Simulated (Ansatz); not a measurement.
C₂H₄BN. The species carries charge 0 and has multiplicity 1. The bonds changed during the relaxation, so this is another structure than the one it started from.

```xyz
8

B    -0.030    0.688    0.720
C    -0.128   -0.832    0.745
N    -0.101   -1.721   -0.078
C     0.058   -0.268   -0.742
H    -1.056    1.282    0.844
H     1.017    1.151    1.055
H     1.047   -0.209   -1.178
H    -0.807   -0.092   -1.366
```

(1) List the harmonic frequencies (cm⁻¹, unscaled) at PBE0-D4/def2-TZVP in Ansatz. (An estimate is asked.)

(2) Is this a minimum?

(3) Give the ideal-gas thermochemistry at 298.15 K and 1 bar (rigid rotor, harmonic oscillator; point group Cs, symmetry number 1).

(4) And at 400, 500, 600, 800 and 1000 K?

## Answers

(1) Computed: 345, 356, 565, 728, 826, 833, 919, 975, 978, 1077, 1101, 1179, 1467, 1944, 2596, 2687, 3159, 3284.

(2) Yes, all 18 modes are real.

(3) Zero-point energy 149.6 kJ/mol; H(298) − E = 163.1 kJ/mol; entropy 270.9 J/(mol·K), of which translation 158.3, rotation 95.8, vibration 16.8; G(298) − E = 82.3 kJ/mol.

(4) 
```json
{"T (K)": "400", "H − E (kJ/mol)": "171.0", "S (J/mol/K)": "293.6", "G − E (kJ/mol)": "53.6"}
{"T (K)": "500", "H − E (kJ/mol)": "180.4", "S (J/mol/K)": "314.4", "G − E (kJ/mol)": "23.2"}
{"T (K)": "600", "H − E (kJ/mol)": "191.0", "S (J/mol/K)": "333.8", "G − E (kJ/mol)": "-9.2"}
{"T (K)": "800", "H − E (kJ/mol)": "215.2", "S (J/mol/K)": "368.4", "G − E (kJ/mol)": "-79.6"}
{"T (K)": "1000", "H − E (kJ/mol)": "242.2", "S (J/mol/K)": "398.5", "G − E (kJ/mol)": "-156.3"}
```
